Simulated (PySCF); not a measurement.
Fill in the blanks.

Compound: BH7NPSi.
SMILES: `BP[SiH2]N`

Conformer (atom-mapped SMILES and torsion angles): `[BH2:1][PH:2][SiH2:3][NH2:4]`: B1–P2–Si3–N4 173°, H–N4–Si3–P2 -56°, H–N4–Si3–P2 159°.

```csv
property,level,value
"rotational constants A, B, C",PBE0-D3(BJ)/def2-SVP,"11.360, 2.210, 1.940 GHz"
dipole moment,B3LYP/def2-SVPD,2.15 D
HOMO energy,B3LYP/def2-SVPD,?
LUMO energy,B3LYP/def2-SVPD,-1.74 eV
lowest singlet excitation,TDDFT B3LYP/def2-SVPD,"4.79 eV (259 nm, f = 0.062)"
strongest line among the 10 lowest singlet transitions,TDDFT B3LYP/def2-SVPD,"S2 at 4.89 eV (254 nm, f = 0.087)"
lowest triplet excitation (Tamm–Dancoff),TDA B3LYP/def2-SVPD,?
static isotropic polarisability,B3LYP/def2-SVPD,?
vertical ionisation energy,ΔSCF B3LYP/def2-SVPD,?
electronic spatial extent ⟨r²⟩ about the centre of nuclear charge,B3LYP/def2-SVPD,647 bohr²
1H chemical shifts (computed TMS as zero) by class,GIAO PBE0/pcSseg-1,"8.11 (2 H), 5.36 (2 H), 3.98 (1 H), 0.24 (2 H) ppm"
"isotropic shieldings of nuclei other than C and H, by class",GIAO PBE0/pcSseg-1,?
```

Gas-phase values; electronic properties from PySCF, density fitting. The structure is a single PBE0-D3(BJ)/def2-SVP conformer in the gas phase; no vibrational or solvent corrections. NMR classes are plain means over equivalent atoms (diastereotopic ones count apart unless rotation or inversion swaps them), as if these changed places fast; in this geometry the members of some classes differ.

Problem. What is the static isotropic polarisability?

Solution. 82.6 au.

Problem. Give the vertical ionisation energy.

Solution. 9.14 eV.

Problem. Give the lowest triplet excitation (Tamm–Dancoff).

Solution. 3.43 eV.

Problem. What is the HOMO energy?

Solution. -7.01 eV.

Problem. What are the isotropic shieldings of nuclei other than C and H, by class?

Solution. 20 (1 B), 255 (1 N), 385 (1 Si), 429 (1 P) ppm.

The ΔSCF ionisation energy exceeds −ε(HOMO) by 2.13 eV with B3LYP. With B = h/(8π²I), that is 505.379 GHz u Å² over I, the principal moments of inertia are 44.5, 228.7 and 260.5 u Å² (most abundant isotopes). In atomic units the dipole is 0.85 e·bohr (1 au = 2.5417 D).
